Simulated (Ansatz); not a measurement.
C3H9BSi (`C=CB(C)[SiH3]`). Total charge 0; spin multiplicity 1. Geometry: relaxed with PBE0-D4/def2-TZVP. It is one conformer, not always the lowest.

```xyz
14

C     0.932   -2.034   -0.688
C    -0.103   -1.188   -0.725
B    -0.138    0.110    0.117
C     0.630    0.252    1.470
Si   -1.195    1.698   -0.575
H     1.759   -1.889    0.001
H     1.014   -2.886   -1.358
H    -0.878   -1.386   -1.463
H     1.366   -0.529    1.678
H    -0.135    0.186    2.258
H     1.092    1.233    1.608
H    -0.274    2.569   -1.368
H    -2.321    1.318   -1.476
H    -1.750    2.546    0.521
```

(1) What is the dipole moment at ωB97M-V/def2-TZVPP? (An estimate is asked.)

(2) And with PBE, r2SCAN, B3LYP? (Best estimate.)

(3) Give the Mulliken charges with ωB97M-V, r2SCAN, B3LYP in def2-TZVPP. (Best estimate.)

Results:

(1) Ansatz gave: 1.77 D, with components (0.91, -1.47, 0.41) D in this frame, pointing from negative to positive charge.

(2) The calculation gave: PBE 1.78 D, r2SCAN 1.78 D, B3LYP 1.77 D.

(3) Computed: 
| atom | ωB97M-V | r2SCAN | B3LYP |
| --- | --- | --- | --- |
| C1 | -0.16 | -0.08 | -0.15 |
| C2 | -0.17 | -0.18 | -0.17 |
| B3 | 0.15 | 0.18 | 0.18 |
| C4 | -0.35 | -0.23 | -0.30 |
| Si5 | 0.00 | 0.13 | 0.09 |
| H6 | 0.10 | 0.08 | 0.10 |
| H7 | 0.12 | 0.08 | 0.12 |
| H8 | 0.10 | 0.08 | 0.10 |
| H9 | 0.10 | 0.05 | 0.08 |
| H10 | 0.12 | 0.07 | 0.10 |
| H11 | 0.12 | 0.07 | 0.10 |
| H12 | -0.03 | -0.08 | -0.07 |
| H13 | -0.04 | -0.09 | -0.08 |
| H14 | -0.04 | -0.08 | -0.08 |

B3LYP here is the variant with VWN-RPA as its local correlation; programs differ in this.
